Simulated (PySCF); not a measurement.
C₂H₁₁NSi₃, SMILES C[SiH2][Si@@H]1CN[SiH2]1. Heavy atoms are numbered as in [CH3:1][SiH2:2][Si@@H:3]1[CH2:4][NH:5][SiH2:6]1. Hydrogens are named by the atom that carries them.

The structure is a stationary point at r2SCAN-D4/def2-SVP. The structure was generated by enumeration; whether it is a known compound was not checked. Other conformers were not sampled.

Method: ωB97X/def2-TZVP (PySCF).

ESP charges are fitted to the potential on shells at 1.4 to 2.0 van der Waals radii. Atomic charges (e), one atom of each kind:

| atom | Löwdin | IAO | Mulliken | ESP fit |
|---|---|---|---|---|
| C1 (CH3) | -0.48 | -0.71 | -0.49 | -0.63 |
| Si2 (SiH2) | 0.16 | 0.53 | 0.18 | 0.49 |
| Si3 (SiH) | 0.15 | 0.30 | 0.06 | [?] |
| C4 (CH2) | -0.42 | -0.38 | -0.19 | -0.18 |
| N5 (NH) | -0.12 | -0.69 | -0.45 | [?] |
| Si6 (SiH2) | 0.12 | 0.66 | 0.27 | 0.24 |
| H on C1 | 0.13 | 0.15 | 0.14 | 0.16 |
| H on Si2 | -0.03 | -0.13 | -0.03 | [?] |
| H on Si3 | -0.03 | -0.11 | -0.02 | [?] |
| H on C4 | 0.11 | 0.12 | 0.10 | [?] |
| H on N5 | 0.15 | 0.25 | 0.21 | [?] |
| H on Si6 | -0.05 | -0.16 | -0.06 | -0.06 |

Fill in the missing entries. (Estimate from the structure and the level; the computed values follow.)


- Si3 (SiH), ESP fit: -0.02
- N5 (NH), ESP fit: -0.47
- H on Si2, ESP fit: -0.13
- H on Si3, ESP fit: -0.03
- H on C4, ESP fit: 0.09
- H on N5, ESP fit: 0.30

Computed Mayer and Wiberg (Löwdin basis) orders of the bonds:
| bond | Mayer | Wiberg |
|---|---|---|
| C1–Si2 | 0.97 | 1.24 |
| Si2–Si3 | 0.95 | 1.07 |
| Si3–C4 | 0.90 | 1.06 |
| C4–N5 | 0.96 | 1.36 |
| Si3–Si6 | 0.96 | 1.02 |
| N5–Si6 | 1.13 | 1.41 |
